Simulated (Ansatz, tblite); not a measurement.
Forces on Pd₂S₂ at its PBE0-D4/def2-SVP geometry. Total charge 0; singlet.

In the def2 sets Pd takes a core potential; there is no spin–orbit coupling. The xTB rows come from tblite. At PBE0-D4/def2-TZVP the restricted singlet is unstable: a solution with broken spin symmetry lies lower. The geometry of the singlet was relaxed on an unsound state (restricted singlet, unstable towards broken spin symmetry at other levels and untested here). At PBE0-D4/def2-TZVP a triplet of charge 0 lies 0.33 eV below the restricted singlet, each at its own geometry. The structure comes from a short search, and lower isomers may exist.

GFN1-xTB (tblite), largest force 1.15 eV/Å:

```xyz
4
positions Å, forces eV/Å
Pd    0.637    0.595    1.077   -0.527   -0.492   -0.891
Pd   -0.637   -0.595   -1.077    0.527    0.492    0.891
S     1.529   -0.358   -0.706    0.306   -0.072   -0.141
S    -1.529    0.358    0.706   -0.306    0.072    0.141
```

GFN2-xTB (tblite), largest force 0.86 eV/Å:

```
Pd 0.064 0.060 0.109
Pd -0.064 -0.060 -0.109
S 0.763 -0.179 -0.352
S -0.763 0.179 0.353
```

PBE0-D4/def2-TZVP (Ansatz), largest force 0.64 eV/Å:

```
Pd -0.281 -0.262 -0.475
Pd 0.281 0.263 0.475
S -0.564 0.132 0.261
S 0.564 -0.132 -0.261
```
